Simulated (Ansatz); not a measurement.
C$_{6}$H$_{10}$, singlet, geometry from GFN2-xTB; MP2/pcseg-2 (Ansatz, an electronic-structure program).

Input for Ansatz:
Ansatz 0.2 input:
```yaml
crystal:
  periodic: [false, false, false]
  atoms:
    - {symbol: C, position_ang: [2.32870364, -0.39992567, 0.55491421]}
    - {symbol: C, position_ang: [0.94203879, -0.18935480, 0.07494675]}
    - {symbol: C, position_ang: [-0.03526056, -0.96240702, -0.39451984]}
    - {symbol: C, position_ang: [-0.99720183, 0.18176766, -0.60377399]}
    - {symbol: C, position_ang: [-2.27356418, 0.14660161, 0.22000061]}
    - {symbol: C, position_ang: [0.14325674, 1.08521352, -0.05409378]}
    - {symbol: H, position_ang: [2.43140583, -0.04543813, 1.58088580]}
    - {symbol: H, position_ang: [3.03063124, 0.16287547, -0.06093538]}
    - {symbol: H, position_ang: [2.59153466, -1.45455623, 0.51649782]}
    - {symbol: H, position_ang: [-0.14027046, -2.01778435, -0.56940933]}
    - {symbol: H, position_ang: [-1.23417374, 0.37719736, -1.65300978]}
    - {symbol: H, position_ang: [-2.79623306, 1.09901294, 0.15525384]}
    - {symbol: H, position_ang: [-2.04298651, -0.05518430, 1.26391843]}
    - {symbol: H, position_ang: [-2.93596100, -0.63647488, -0.14349872]}
    - {symbol: H, position_ang: [-0.09018424, 1.58392898, 0.88530367]}
    - {symbol: H, position_ang: [0.53840183, 1.81505116, -0.75985020]}
basis:
  gaussian:
    orbitals: pcseg-2
magnetization: {spin_polarized: false}
correlation: {method: mp2}
```

Question: Write the output that Ansatz gives for this input, abridged.

Answer: 
```
Functional definition: HF
1868 factors; integrals over basis functions are off by at most 1.1e-3 eV
mean field evaluation 1: about -6335.7467 eV, gradient 4.4e1 eV
mean field evaluation 2: about -6336.1407 eV, gradient 4.4e1 eV
mean field evaluation 4: about -6341.5449 eV, gradient 5.0e0 eV
mean field evaluation 8: about -6341.6307 eV, gradient 2.3e-1 eV
mean field -6341.63101928 eV, -233.0506414468 hartree, gradient 7.6e-7 eV, S^2 0.000000; 0 other end points of the search recorded, 0 dependent functions left out
6 core orbitals not correlated
reference -6341.63101928 eV, -233.0506414468 hartree; 17, 17 occupied and 297, 297 virtual orbitals, 1868 factors
second order -27.18235025 eV of doubles, -0.00000000 eV of singles
Total energy: -6368.81336953 eV, -234.0495743936 hartree
```
